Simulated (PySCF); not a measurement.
**Electron correlation in O+ (oxygen, charge +1)**

[He] 2s2 2p2 3s1, high-spin 4P determinant (an excited configuration). Calculation: PySCF 2.14, in dyall-acv3z; the spin-free X2C one-electron Hamiltonian (Gaussian nucleus). Frozen: nothing; 7 electrons correlated; the 5 highest virtual orbitals of each spin left out.

MP2 pair energies summed by pair of shells (mhartree):

```json
{"pair": "2s-2p", "energy": "-47.40", "share (%)": "33.7"}
{"pair": "1s-1s", "energy": "-37.63", "share (%)": "26.8"}
{"pair": "2s-2s", "energy": "-23.20", "share (%)": "16.5"}
{"pair": "2p-2p", "energy": "-7.74", "share (%)": "5.5"}
{"pair": "2s-3s", "energy": "-7.19", "share (%)": "5.1"}
{"pair": "1s-2s", "energy": "-7.10", "share (%)": "5.1"}
{"pair": "1s-2p", "energy": "-6.57", "share (%)": "4.7"}
{"pair": "2p-3s", "energy": "-3.54", "share (%)": "2.5"}
{"pair": "1s-3s", "energy": "-0.30", "share (%)": "0.2"}
```

Total MP2 correlation energy: -140.67 mhartree.

Same-spin part -22.93 and opposite-spin part -117.74 mhartree; SCS-MP2 scales them by 1/3 and 6/5 to -148.94 mhartree.
